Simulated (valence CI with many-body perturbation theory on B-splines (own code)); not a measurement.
# E1 transitions of P III

Level of theory: relativistic CI+MBPT: three valence electrons over a frozen Dirac-Fock core [Ne], a basis of 11 s, 11 p, 9 d, 7 f, 5 g, 2 h, 1 i functions for each j, with the one-electron correlation potential Σ1 (screened to all orders), the two-electron term Σ2, the three-electron term Σ3, Breit, model QED; selected single and double excitations, second order for the rest, scaled by the run's own slope (own B-spline code, finite nucleus).

Against 13 measured levels this calculation errs by 60 cm⁻¹ on average and by 100 at most. These come from a selection out of Martin, Zalubas and Musgrove, J. Phys. Chem. Ref. Data 14, 751 (1985). Levels without a partner in it may be off by more.

Lines 51 to 100 of 285 in falling wavelength, among levels below 25.641 eV, chosen from the strongest by gf and those to the six lowest levels. Wavelengths and rates use the calculated energies, so an error of 60 cm⁻¹ moves a line at 4256 Å by 0.26 % and its rate by three times that or more. Electric multipoles are in the length gauge, E1 and E2 with the static RPA response of the core. Weak lines are less certain than strong ones. Lines between different terms over intervals too small for the method are left out, as are lines whose strength nearly cancels. Where a level lies close to another of its J and parity, the split of strength between their lines is uncertain. The highest levels of a list are the least certain.

Names give the largest LS component (configuration and term), which can be under half, so a name can repeat, a term be missing and a line seem to break the LS rules; names also repeat where a configuration has a term twice. Letters in brackets count levels of one name in rising energy.

| λ vac (Å) | λ from measured levels | Upper | Lower | A (s⁻¹) | S (a.u.) |
| --- | --- | --- | --- | --- | --- |
| 5312 |  | 3s 3p 4s 2P°_1/2 | 3s2 4d 2D_3/2 | 2.33e+07 | 3.45e+00 |
| 5211 |  | 3s 3p 4s 2P°_3/2 | 3s2 4d 2D_3/2 | 2.26e+06 | 6.33e-01 |
| 5211 |  | 3s 3p 4s 2P°_3/2 | 3s2 4d 2D_5/2 | 2.03e+07 | 5.68e+00 |
| 4911 |  | 3s2 5d 2D_5/2 | 3s2 4f 2F°_7/2 | 1.38e+07 | 4.85e+00 |
| 4910 |  | 3s2 5d 2D_3/2 | 3s2 4f 2F°_5/2 | 1.45e+07 | 3.40e+00 |
| 4667 |  | 3s 3p 4p 4D_1/2 | 3s 3p 3d 2D°_3/2 | 5.48e+06 | 5.50e-01 |
| 4621 |  | 3s 3p 4p 4D_3/2 | 3s 3p 3d 2D°_5/2 | 4.57e+06 | 8.90e-01 |
| 4567 |  | 3s 3p 4p 4D_1/2 | 3s 3p 4s 4P°_3/2 | 1.26e+07 | 1.19e+00 |
| 4563 |  | 3s 3p 4p 4D_3/2 | 3s2 5p 2P°_3/2 | 6.64e+06 | 1.25e+00 |
| 4535 |  | 3s 3p 4p 4D_3/2 | 3s2 5p 2P°_1/2 | 5.61e+06 | 1.03e+00 |
| 4532 |  | 3s 3p 4p 4D_1/2 | 3s 3p 4s 4P°_1/2 | 6.61e+07 | 6.07e+00 |
| 4528 |  | 3s 3p 4p 4D_3/2 | 3s 3p 4s 4P°_3/2 | 4.22e+07 | 7.74e+00 |
| 4493 |  | 3s 3p 4p 4D_3/2 | 3s 3p 4s 4P°_1/2 | 3.10e+07 | 5.56e+00 |
| 4256 | 4248 | 3s2 4p 2P°_1/2 | 3s2 4s 2S_1/2 | 1.24e+08 | 9.46e+00 |
| 4232 |  | 3s2 4p 2P°_3/2 | 3s2 4s 2S_1/2 | 1.26e+08 | 1.89e+01 |
| 4084 |  | 3s2 4p 2P°_1/2 | 3s2 3d 2D_3/2 | 6.61e+07 | 4.45e+00 |
| 4063 |  | 3s2 4p 2P°_3/2 | 3s2 3d 2D_5/2 | 6.02e+07 | 7.98e+00 |
| 4061 |  | 3s2 4p 2P°_3/2 | 3s2 3d 2D_3/2 | 6.69e+06 | 8.85e-01 |
| 3987 |  | 3s2 5g 2G_7/2 | 3s2 4f 2F°_7/2 | 1.26e+07 | 3.14e+00 |
| 3987 |  | 3s2 5g 2G_9/2 | 3s2 4f 2F°_7/2 | 3.51e+08 | 1.10e+02 |
| 3987 |  | 3s2 5g 2G_7/2 | 3s2 4f 2F°_5/2 | 3.39e+08 | 8.48e+01 |
| 3541 |  | 3s2 5f 2F°_7/2 | 3s2 4d 2D_5/2 | 1.75e+08 | 3.07e+01 |
| 3537 |  | 3s2 5f 2F°_5/2 | 3s2 4d 2D_3/2 | 1.64e+08 | 2.15e+01 |
| 3537 |  | 3s2 5f 2F°_5/2 | 3s2 4d 2D_5/2 | 1.17e+07 | 1.53e+00 |
| 3236 |  | 3s2 4d 2D_5/2 | 3s2 4p 2P°_3/2 | 4.13e+08 | 4.15e+01 |
| 3236 |  | 3s2 4d 2D_3/2 | 3s2 4p 2P°_3/2 | 6.89e+07 | 4.61e+00 |
| 3222 |  | 3s2 4d 2D_3/2 | 3s2 4p 2P°_1/2 | 3.47e+08 | 2.29e+01 |
| 3184 |  | 3s 3p 4p 4D_3/2 | 3s 3p 3d 4D°_5/2 | 6.53e+06 | 4.16e-01 |
| 3178 |  | 3s 3p 4p 4D_3/2 | 3s 3p 3d 4D°_3/2 | 6.83e+06 | 4.33e-01 |
| 2981 |  | 3s2 6p 2P°_3/2 [a] | 3s2 4d 2D_5/2 | 1.06e+07 | 5.54e-01 |
| 2981 |  | 3s2 6p 2P°_1/2 | 3s2 4d 2D_3/2 | 1.33e+07 | 3.49e-01 |
| 2924 |  | 3s2 6p 2P°_3/2 [b] | 3s2 4d 2D_5/2 | 1.01e+07 | 4.99e-01 |
| 2905 |  | 3s2 5s 2S_1/2 | 3s2 4p 2P°_3/2 | 3.41e+08 | 8.26e+00 |
| 2893 | 2885 | 3s2 5s 2S_1/2 | 3s2 4p 2P°_1/2 | 1.71e+08 | 4.08e+00 |
| 2647 |  | 3p3 2D°_5/2 | 3s 3p2 2P_3/2 | 8.00e+06 | 4.39e-01 |
| 2105 |  | 3s 3p 4p 4D_1/2 | 3s 3p 3d 4F°_3/2 | 2.15e+08 | 1.98e+00 |
| 2102 |  | 3s 3p 4p 4D_3/2 | 3s 3p 3d 4F°_5/2 | 1.97e+08 | 3.62e+00 |
| 2097 |  | 3s 3p 4p 4D_3/2 | 3s 3p 3d 4F°_3/2 | 4.89e+07 | 8.90e-01 |
| 1777 | 1774 | 3s 3p2 4P_1/2 | 3s2 3p 2P°_3/2 | 1.63e+04 | 9.03e-05 |
| 1771 | 1768 | 3s 3p2 4P_3/2 | 3s2 3p 2P°_3/2 | 5.54e+03 | 6.07e-05 |
| 1761 | 1758 | 3s 3p2 4P_5/2 | 3s2 3p 2P°_3/2 | 1.39e+04 | 2.25e-04 |
| 1760 | 1757 | 3s 3p2 4P_1/2 | 3s2 3p 2P°_1/2 | 2.02e+04 | 1.08e-04 |
| 1754 | 1751 | 3s 3p2 4P_3/2 | 3s2 3p 2P°_1/2 | 3.33e+02 | 3.54e-06 |
| 1737 |  | 3s2 5d 2D_5/2 | 3s2 4p 2P°_3/2 | 2.47e+07 | 3.83e-01 |
| 1733 |  | 3s2 5d 2D_3/2 | 3s2 4p 2P°_1/2 | 2.13e+07 | 2.19e-01 |
| 1686 |  | 3s 3p 4p 4D_1/2 | 3p3 2D°_3/2 | 9.08e+07 | 4.29e-01 |
| 1682 |  | 3s 3p 4p 4D_3/2 | 3p3 2D°_5/2 | 5.67e+07 | 5.33e-01 |
| 1675 |  | 3s2 6s 2S_1/2 | 3s2 4p 2P°_3/2 | 1.49e+08 | 6.91e-01 |
| 1671 |  | 3s2 6s 2S_1/2 | 3s2 4p 2P°_1/2 | 7.47e+07 | 3.44e-01 |
| 1650 |  | 3p3 2P°_3/2 | 3s 3p2 2P_3/2 | 6.95e+07 | 6.16e-01 |
